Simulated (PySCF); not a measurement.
BeFBr, SMILES [F][Be][Br]. Atoms are numbered in the order given.

```xyz
3

Be     0.0000     0.0000    -1.1717
F      0.0000     0.0000    -2.5427
Br     0.0000     0.0000     0.7877
```
Charge 0, spin multiplicity 1.

The structure is a stationary point at PBE0-D3(BJ)/def2-TZVP.

These are r2SCAN/def2-TZVPD (PySCF) values and carry that method's errors.

Computed frontier levels, gap, dipole moment and polarisability:
The highest occupied level comes out as -8.13 eV and the lowest empty level comes out as -0.84 eV. The orbital gap is 7.29 eV. The dipole moment comes out as 0.29 D and the quadrupole, principal values (traceless, Buckingham form, about the centre of nuclear charge) is -6.27, 3.13, 3.13 D·Å. The mean static polarisability is 35.2 bohr³ (5.22 Å³) and the polarisability, principal values comes out as 31.4, 31.4, 42.9 bohr³.
